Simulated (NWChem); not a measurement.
# BH, singlet; SMILES [BH]

```xyz
2

B      0.0000     0.0000     0.2379
H      0.0000     0.0000    -1.0144
```
Atoms are numbered in this order, from 1.

Low-valent species are run as closed-shell singlets; no triplet was tried in these runs. Geometry: optimised at PBE0/def2-SVP.

 Unshifted, non-relativistic core excitations; the lowest 4 roots alone, so stronger bands may lie above.

Question: List the first B K-edge excitations from PBE0/def2-TZVP, restricted-window TDA (NWChem).

Answer: 
```
state  energy (eV)  dipole oscillator strength           leading excitation (squared amplitude)
-----  -----------  --------------------------  -----------------------------------------------
S1           181.4                      0.0741    1s of atom 1 or its equivalents → LUMO (0.98)
S2           181.4                      0.0741  1s of atom 1 or its equivalents → LUMO+1 (0.98)
S3           187.6                      0.0102  1s of atom 1 or its equivalents → LUMO+2 (0.96)
S4           188.9                      0.0175  1s of atom 1 or its equivalents → LUMO+3 (0.59)
```
